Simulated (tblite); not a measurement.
Species: C6H3ClFO (doublet state).
Atom-mapped SMILES: `[OH:1][c:2]1[c:3]([Cl:4])[c:5][cH:6][cH:7][c:8]1[F:9]` (hydrogens: H10 on O1; H11 on C6; H12 on C7)

Cartesian coordinates in Å at the GFN2-xTB level; atoms count from 1:
```xyz
12
C6H3ClFO angstrom
O      2.205    0.753    0.209
C      0.961    0.267    0.090
C      0.685   -1.112    0.093
Cl     2.027   -2.210    0.254
C     -0.604   -1.525   -0.029
C     -1.685   -0.708   -0.158
C     -1.434    0.663   -0.165
C     -0.137    1.123   -0.042
F      0.085    2.451   -0.049
H      2.827    0.011    0.287
H     -2.688   -1.088   -0.251
H     -2.239    1.374   -0.265
```

Computed geometry: GFN2-xTB, gas phase. This method treats the open shell by occupation alone, without spin polarisation.

Take the most abundant isotopes and a rigid rotor. The values belong to one conformer with, in the numbering `[OH:1][c:2]1[c:3]([Cl:4])[c:5][cH:6][cH:7][c:8]1[F:9]`, H–O1–C2–C3 0°.

Q: Give the principal moments of inertia and the rotational constants in MHz.

A: Ia = 210.75, Ib = 430.91, Ic = 641.66 u·Å²; 505379 MHz·u·Å²/I gives A = 2398, B = 1173, C = 787.6 MHz.

Q: What kind of rotor is it?

A: An asymmetric top: κ = (2 × 1173 − 2398 − 787.6)/(2398 − 787.6) = -0.52.

Q: What does the inertial defect say?

A: Planar: Δ = Ic − Ia − Ib = 0.00 u·Å². For a rigid frame Δ = −2 Σ m c², so it vanishes when all atoms lie in the ab plane; here none is more than 0.01 Å from it.

Q: List the rotational levels J(Ka,Kc) to J = 5 (MHz).

A: Above 0(0,0):
J = 1: 1(0,1) 1960, 1(1,1) 3186, 1(1,0) 3571
J = 2: 2(0,2) 5804, 2(1,2) 6721, 2(1,1) 7877, 2(2,1) 11553, 2(2,0) 11630
J = 3: 3(0,3) 11394, 3(1,3) 11980, 3(1,2) 14282, 3(2,2) 17434, 3(2,1) 17802, 3(3,1) 24568, 3(3,0) 24577
J = 4: 4(0,4) 18598, 4(1,4) 18922, 4(1,3) 22706, 4(2,3) 25215, 4(2,2) 26220, 4(3,2) 32539, 4(3,1) 32607, 4(4,1) 42351, 4(4,0) 42352
J = 5: 5(0,5) 27348, 5(1,5) 27509, 5(1,4) 33027, 5(2,4) 34846, 5(2,3) 36895, 5(3,3) 42520, 5(3,2) 42779, 5(4,2) 52324, 5(4,1) 52334, 5(5,1) 64926, 5(5,0) 64926
The levels of one J sum to (2J + 1)J(J + 1)(A + B + C)/3.

Q: Estimate the classical rotational partition function at 25 K, 298.15 K and 500 K.

A: Point group Cs, symmetry number σ = 1; q = (√π/σ)·√((kT/h)³/(ABC)), k/h = 20836.6 MHz/K: 14200 at 25 K, 583000 at 298.15 K, 1270000 at 500 K.

For this open shell read J as N, the rotation without spin; fine and hyperfine splittings come on top. Its GFN2-xTB frequencies are all real (lowest 110 cm⁻¹). These are rigid-rotor constants of the computed structure; measured ground-state constants (B0) also hold zero-point vibration.
